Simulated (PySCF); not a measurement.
Computed shifts of a molecule C₄H₈BN, PBE/pcSseg-1 in PySCF, GIAO, gas phase, equivalent atoms averaged, in ppm (number of nuclei): ¹³C: 87.5 (1), 71.7 (1), 18.6 (1), 7.4 (1). ¹⁵N: 119.9 (1). ¹H: 4.24 (1), 4.15 (1), 2.40 (1), 2.03 (1), 2.02 (1), 1.06 (3). References: ¹³C against TMS (σ = 182.0 ppm); ¹¹B against BF3 (σ = 83.9 ppm); ¹⁵N against NH3 (σ = 267.0 ppm); ¹H against TMS (σ = 31.49 ppm), references at their B3LYP-D3(BJ)/def2-TZVP geometries, non-relativistic. Geometry: PBE-D3(BJ)/def2-SVP. The values are those of a single conformer.

**Question.** Pick the molecule that these values belong to.
A. NB1C=CCC1
B. C#CCB(C)N
C. CB1C=CCN1
D. CCB1C=NC1

**Answer.** B, C#CCB(C)N
